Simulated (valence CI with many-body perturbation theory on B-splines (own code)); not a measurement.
**Level structure of Ti⁷⁺**

Level of theory: relativistic CI+MBPT: five valence electrons over a frozen Dirac-Fock core [Ne], radial functions for each j: 9 s, 9 p, 8 d, 6 f, 3 g, 1 h, with the one-electron correlation potential Σ1, the two-electron term Σ2, the three-electron term Σ3, Breit, model QED; selected CI, second order for the rest, scaled by the run's own slope (own B-spline code, finite nucleus).

Set against measurement, 6 paired levels are off by 122 cm⁻¹ on average, the worst by 205. These come from a selection out of Corliss and Sugar, J. Phys. Chem. Ref. Data 8, 1 (1979). Levels without a partner in it may be off by more. Among the levels kept, up to 1700 cm⁻¹ of a level comes from second order outside the variational space, and about a tenth of that is noise between levels of different J, which matters for small intervals.

Levels 1 to 32 of 32, with energies above the lowest level, 3s²3p³ ⁴S°_3/2. "Leading %" is the weight of the configuration and term that name the level; weights of strongly mixed levels are sums over their largest components and can fall short, so below about 35 % the name and the second component can differ from the true leading terms, or belong to a minority configuration. In the jj column 3d3/2^4 stands for four electrons in 3d with j = 3/2. Lifetimes count E1, E2, E3, M1 and M2 decay at the calculated energies, and are blank where another channel may lead or the interval is too uncertain; long ones can be off by a factor of two.

| No. | Configuration | Term | J | E (eV) | Leading % | Lifetime | Leading jj |
| --- | --- | --- | --- | --- | --- | --- | --- |
| 1 | 3s²3p³ | ⁴S° | 3/2 | 0.000 | 96 |  | 3s^2 3p1/2 3p3/2^2 (52 %) |
| 2 | 3s²3p³ | ²D° | 3/2 | 4.019 | 91 | 420 ms | 3s^2 3p1/2 3p3/2^2 (44 %) |
| 3 | 3s²3p³ | ²D° | 5/2 | 4.151 | 96 | 11.0 s | 3s^2 3p1/2 3p3/2^2 (96 %) |
| 4 | 3s²3p³ | ²P° | 1/2 | 6.758 | 95 | 34.3 ms | 3s^2 3p1/2 3p3/2^2 (95 %) |
| 5 | 3s²3p³ | ²P° | 3/2 | 6.936 | 90 | 14.1 ms | 3s^2 3p3/2^3 (67 %) |
| 6 | 3s3p⁴ | ⁴P | 5/2 | 24.106 | 87 | 1.19 ns | 3s 3p1/2^2 3p3/2^2 (63 %) |
| 7 | 3s3p⁴ | ⁴P | 3/2 | 24.555 | 87 | 1.14 ns | 3s 3p1/2 3p3/2^3 (76 %) |
| 8 | 3s3p⁴ | ⁴P | 1/2 | 24.786 | 87 | 1.11 ns | 3s 3p3/2^4 (35 %) |
| 9 | 3s3p⁴ | ²D | 3/2 | 29.891 | 75 | 559 ps | 3s 3p1/2 3p3/2^3 (48 %) |
| 10 | 3s3p⁴ | ²D | 5/2 | 29.948 | 76 | 589 ps | 3s 3p1/2 3p3/2^3 (55 %) |
| 11 | 3s²3p²3d | ²P | 3/2 | 34.482 | 52 | 206 ps | 3s 3p1/2 3p3/2^3 (24 %) |
| 12 | 3s²3p²3d | ²P | 1/2 | 34.869 | 46 | 194 ps | 3s 3p1/2 3p3/2^3 (27 %) |
| 13 | 3s3p⁴ | ²S | 1/2 | 36.033 | 71 | 209 ps | 3s 3p3/2^4 (38 %) |
| 14 | 3s²3p²3d | ⁴F | 3/2 | 38.116 | 95 | 33.7 ns | 3s^2 3p1/2^2 3d3/2 (38 %) |
| 15 | 3s²3p²3d | ⁴F | 5/2 | 38.286 | 94 | 54.9 ns | 3s^2 3p1/2 3p3/2 3d3/2 (57 %) |
| 16 | 3s²3p²3d | ⁴F | 7/2 | 38.533 | 94 | 148 ns | 3s^2 3p1/2 3p3/2 3d5/2 (60 %) |
| 17 | 3s²3p²3d | ⁴F | 9/2 | 38.853 | 96 |  | 3s^2 3p3/2^2 3d5/2 (57 %) |
| 18 | 3s²3p²3d | ²F | 5/2 | 39.418 | 78 | 54.8 ns | 3s^2 3p1/2 3p3/2 3d3/2 (60 %) |
| 19 | 3s²3p²3d | ²F | 7/2 | 39.604 | 49 | 121 ns | 3s^2 3p1/2 3p3/2 3d5/2 (63 %) |
| 20 | 3s²3p²3d | ⁴D | 1/2 | 39.630 | 96 | 9.49 ns | 3s^2 3p1/2 3p3/2 3d3/2 (76 %) |
| 21 | 3s²3p²3d | ⁴D | 3/2 | 39.684 | 94 | 9.03 ns | 3s^2 3p1/2 3p3/2 3d3/2 (35 %) |
| 22 | 3s²3p²3d | ⁴D | 5/2 | 39.872 | 76 | 12.5 ns | 3s^2 3p1/2 3p3/2 3d5/2 (41 %) |
| 23 | 3s²3p²3d | ⁴D | 7/2 | 40.305 | 47 | 5.85 μs | 3s^2 3p3/2^2 3d5/2 (89 %) |
| 24 | 3s²3p²3d | ²G | 7/2 | 43.831 | 96 | 20.8 ns | 3s^2 3p1/2 3p3/2 3d3/2 (52 %) |
| 25 | 3s²3p²3d | ²G | 9/2 | 43.934 | 96 |  | 3s^2 3p1/2 3p3/2 3d5/2 (57 %) |
| 26 | 3s²3p²3d | ²P | 3/2 | 45.201 | 50 | 22.7 ps | 3s^2 3p1/2 3p3/2 3d5/2 (34 %) |
| 27 | 3s²3p²3d | ²P | 1/2 | 45.770 | 52 | 22.7 ps | 3s^2 3p3/2^2 3d5/2 (29 %) |
| 28 | 3s²3p²3d | ⁴P | 5/2 | 46.023 | 84 | 16.5 ps | 3s^2 3p1/2 3p3/2 3d5/2 (46 %) |
| 29 | 3s²3p²3d | ⁴P | 3/2 | 46.256 | 84 | 16.3 ps | 3s^2 3p1/2 3p3/2 3d3/2 (29 %) |
| 30 | 3s²3p²3d | ⁴P | 1/2 | 46.392 | 84 | 16.0 ps | 3s^2 3p3/2^2 3d3/2 (47 %) |
| 31 | 3s²3p²3d | ²D | 3/2 | 47.043 | 89 | 106 ps | 3s^2 3p1/2^2 3d3/2 (31 %) |
| 32 | 3s²3p²3d | ²D | 5/2 | 47.619 | 88 | 72.6 ps | 3s^2 3p3/2^2 3d5/2 (58 %) |

Names give the largest LS component (configuration and term), which can be under half, so a name can repeat, a term be missing and a line seem to break the LS rules; names also repeat where a configuration has a term twice.

The ionisation energy to 3s²3p² ³P0 of the next ion comes out as 168.62 eV (NIST: 170.5 ± 0.4 eV (semi-empirical), further off than twice its uncertainty). All 32 levels together are meant to be complete up to 48.915 eV.
